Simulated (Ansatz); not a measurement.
The cluster MgF₃⁻, relaxed as a quintet with UKS r2SCAN-D4/def2-TZVPD in Ansatz, starting from the r2SCAN-D4/def2-TZVPD geometry of the charge -1 singlet. Force threshold 0.02 eV/Å.

The highest occupied level of the charge -1 quintet lies above zero (up to 1.80 eV). The electron is either unbound and held by the finite basis, or the level is raised by self-interaction error. The gap within one spin of the charge -1 quintet nearly closes, so an electron or hole may be smeared out by delocalisation error. In the quintet geometry the species has come apart into loosely held pieces. In the quintet, F2 and F3 lie 1.99 Å apart (atoms count from 1), so these atoms are partly bonded to each other. At r2SCAN-D4/def2-TZVPD a singlet of charge -1 lies 12.05 eV below the quintet, each at its own geometry. The structure comes from a short search, and lower isomers may exist.

Start:

```tsv
atom	x (Å)	y (Å)	z (Å)
Mg1	0.001	-0.001	0.001
F2	-1.279	-0.674	1.104
F3	0.419	-0.867	-1.542
F4	0.859	1.542	0.438
```

| step | energy (eV) | largest force component (eV/Å) | SCF passes |
| --- | --- | --- | --- |
| 1 | -13588.3281 | 2.014 | 171 |
| 2 | -13588.6313 | 1.402 | 31 |
| 3 | -13589.1011 | 0.248 | 42 |
| 4 | -13589.1406 | 0.014 | 41 |
| 5 | -13589.1407 | 0.007 | 42 |
| 6 | -13589.1409 | 0.014 | 33 |
| 7 | -13589.1416 | 0.029 | 42 |
| 8 | -13589.1462 | 0.071 | 41 |
| 9 | -13589.1651 | 0.138 | 47 |
| 10 | -13589.2630 | 0.338 | 154 |
| 11 | -13589.4620 | 0.488 | 103 |
| 12 | -13589.6797 | 0.466 | 107 |
| 13 | -13589.9563 | 0.581 | 90 |
| 14 | -13590.2337 | 0.460 | 98 |
| 15 (rejected) | -13590.1041 | 2.111 | 71 |
| 16 | -13590.2959 | 0.153 | 100 |
| 17 | -13590.3157 | 0.091 | 97 |
| 18 | -13590.3336 | 0.049 | 92 |
| 19 | -13590.3451 | 0.016 | 94 |

Force components are those of the run's own axes.

End:

```xyz
4

Mg   -0.299   -0.057    0.368
F    -1.478   -1.629    0.362
F    -0.206   -1.317   -1.139
F     1.983    3.003    0.409
```

Bonds lost: Mg1–F4 (atoms count from 1). The end holds 2 separate pieces.

The force fell under the threshold at step 4, but the optimiser went on and released 1.205 eV more. No frequencies were taken in this run, so the end may be a saddle point.

Hardware: 4 threads of Arm Neoverse V1 on a shared host. Wall time 2.3 min.
